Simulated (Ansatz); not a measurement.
Ansatz (a program for electronic structure) input (MP2/3-21G): The .json file is the Basis Set Exchange's 3-21G.

Ansatz 0.2 input:
```yaml
crystal:
  periodic: [false, false, false]
  atoms:
    - {symbol: C, position_ang: [-2.95420300, -0.53969400, -0.13590400]}
    - {symbol: C, position_ang: [-1.69186300, -0.08446600, 0.53888000]}
    - {symbol: O, position_ang: [-0.51505900, -0.40415600, -0.34046100]}
    - {symbol: Ge, position_ang: [1.28208500, 0.27195100, -0.01098800]}
    - {symbol: H, position_ang: [-3.79870400, -0.28295900, 0.50624400]}
    - {symbol: H, position_ang: [-2.97097400, -1.62322700, -0.27238600]}
    - {symbol: H, position_ang: [-3.09474100, -0.04600200, -1.09680000]}
    - {symbol: H, position_ang: [-1.63895100, 0.99567800, 0.65363900]}
    - {symbol: H, position_ang: [-1.51050800, -0.57461900, 1.49402500]}
    - {symbol: H, position_ang: [-0.59699700, -1.29329500, -0.71860800]}
    - {symbol: H, position_ang: [2.00528700, -0.41627100, -1.15972400]}
    - {symbol: H, position_ang: [1.00798100, 1.76223900, -0.14282400]}
    - {symbol: H, position_ang: [1.56777200, -0.24577900, 1.39385900]}
basis:
  gaussian:
    orbitals: 3-21G.json
total_charge: 1
magnetization: {spin_polarized: false}
correlation: {method: mp2, electrons: outside_noble_gas}
```

Output:

```
Functional definition: HF
integrals: 0.02 GiB planned
722 factors; integrals over basis functions are off by at most 1.0e-3 eV
mean field: 0.26 GiB planned
mean field evaluation 1: about -60409.1509 eV, gradient 3.7e1 eV
mean field evaluation 2: about -60409.4443 eV, gradient 3.8e1 eV
mean field evaluation 4: about -60412.3356 eV, gradient 3.0e0 eV
mean field evaluation 8: about -60412.3668 eV, gradient 1.5e-1 eV
mean field -60412.36688650 eV, -2220.1135341058 hartree, gradient 3.1e-6 eV, S^2 0.000000; 0 other end points of the search recorded, 0 dependent functions left out
17 core orbitals not correlated
reference -60412.36688650 eV, -2220.1135341058 hartree; 13, 13 occupied and 38, 38 virtual orbitals, 722 factors
second order -9.57324326 eV of doubles, -0.00000000 eV of singles
Total energy: -60421.94012976 eV, -2220.4653443067 hartree
```

The dipole moment of an ion depends on the origin.

The geometry given is a B3LYP-D3(BJ)/def2-TZVP minimum.
